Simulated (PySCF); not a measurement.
Compound: C4H12AlF2N.
Cartesian coordinates in Å at the PBE0-D3(BJ)/def2-SVP level; atoms count from 1:
```
atom  x, y, z in Å
C1    -1.3832   -0.1474    0.6747
N2    -0.5111    0.1887   -0.4621
C3    -0.0174    1.5691   -0.3396
C4    -1.2379    0.0195   -1.7273
Al5    1.0929   -1.1005   -0.4943
C6     1.9976   -0.7196    1.2877
F7     2.4130    0.5959    1.3773
F8     1.1405   -0.9154    2.3565
H9    -1.7428   -1.1790    0.5616
H10   -0.8113   -0.0805    1.6084
H11   -2.2476    0.5380    0.7127
H12    0.6482    1.7925   -1.1846
H13   -0.8601    2.2820   -0.3405
H14    0.5591    1.6732    0.5880
H15   -1.5745   -1.0222   -1.8200
H16   -2.1140    0.6902   -1.7645
H17   -0.5692    0.2494   -2.5681
H18    0.3545   -2.5224   -0.5651
H19    1.9027   -0.5610   -1.7685
H20    2.8936   -1.3309    1.5128
```

Method used: PySCF, TDDFT B3LYP/def2-SVPD, vertical, gas phase, core orbitals frozen in the response.

Kohn–Sham orbitals with the atoms that hold most of them (Löwdin shares over 4%, at most four atoms; ? is withheld):

```csv
orbital,ε (eV),atoms
HOMO-3,-9.97,"N2 14%, Al5 12%, F7 10%, F8 10%"
HOMO-2,-8.50,"N2 31%, Al5 20%, H19 10%, H18 10%"
HOMO-1,-7.54,?
HOMO,-6.97,?
LUMO,?,"Al5 15%, C4 12%, C1 9%, C3 9%"
LUMO+1,0.43,"Al5 51%, H19 7%, H18 7%, H20 6%"
LUMO+2,0.76,"Al5 18%, C4 12%, H16 9%, C6 8%"
```

Problem. Give the leading atoms of the HOMO.

Solution. C6 (bonded to Al, 2 F and H) 32%; Al5 (bonded to C, N and 2 H) 17%; F7 (bonded to C) 16%; F8 (bonded to C) 16%. By element: carbon 32% or more, fluorine 31%, aluminium 17%.

Problem. Give the leading atoms of the HOMO-1.

Solution. Al5 (bonded to C, N and 2 H) 36%; H19 (bonded to Al) 28%; H18 (bonded to Al) 28%. By element: hydrogen 55% or more, aluminium 36%.

Problem. What is the LUMO energy, and the HOMO–LUMO gap?

Solution. ε(LUMO) = -0.10 eV; the gap is 6.86 eV (0.2523 hartree).

Problem. The HOMO–LUMO gap is 6.86 eV. Where does the response calculation put the lowest singlet, and from which orbitals?

Solution. S1 is at 6.10 eV (f = 0.016), 0.76 eV below the gap, made of HOMO→LUMO (87%), HOMO→LUMO+1 (10%). 

Problem. Give energy, strength and leading configuration of S1, S2, S3 and S6, and follow the Löwdin shares of the leading atoms from the occupied to the empty orbital.

Solution. 
- S1 (6.10 eV, f 0.016), HOMO→LUMO (87%): C6 32% → at most 9%, Al5 17% → 15%, C4 at most 16% → 12%
- S2 (6.56 eV, f 0.0053), HOMO→LUMO+1 (88%): C6 32% → at most 6%, Al5 17% → 51%, H19 at most 16% → 7%
- S3 (6.61 eV, f 0.018), HOMO-1→LUMO (90%): Al5 36% → 15%, H19 28% → at most 9%, C4 at most 4% → 12%
- S6 (7.10 eV, f 0.018), HOMO-1→LUMO+1 (84%): Al5 36% → 51%, H19 28% → 7%

Löwdin shares depend on the basis, the more so with diffuse functions.

One conformer stands for the species.
